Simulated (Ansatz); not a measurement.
The same group exchange along the group B, Al, Ga.

Calculated with Ansatz (gas phase, PBE0-D4/def2-TZVP geometries, no zero-point term in ΔE). CCSD(T)/CBS is the MP2 limit (def2-TZVPP, def2-QZVPP) plus CCSD(T) − MP2 in def2-TZVPP, frozen cores. This one scheme is used for every species. Functionals use def2-TZVPP. For Br, Ga outer-core shells are correlated without core-valence functions, which leaves a few kJ/mol of doubt a bond. Scalar relativity is left out up to krypton. One conformer a species, not always the lowest.

| reaction | ωB97X-V (kJ/mol) | PBE-D4 (kJ/mol) | CCSD/CBS(def2) (kJ/mol) | MP2/CBS(def2) (kJ/mol) | CCSD(T)/CBS(def2) (kJ/mol) |
| --- | --- | --- | --- | --- | --- |
| `CB(N)S` + `C=C(Br)OC` → `CB(S)Br` + `C=C(N)OC` | -4 | 0 | -2 | -3 | -1 |
| `[CH3][Al]([NH2])[SH]` + `C=C(Br)OC` → `[CH3][Al]([SH])[Br]` + `C=C(N)OC` | -112 | -104 | -108 | -105 | -104 |
| `[CH3][Ga]([NH2])[SH]` + `C=C(Br)OC` → `[CH3][Ga]([SH])[Br]` + `C=C(N)OC` | -134 | -128 | -127 | -121 | -122 |

Largest T1 diagnostic: 0.012, for `[CH3][Ga]([NH2])[SH]`.
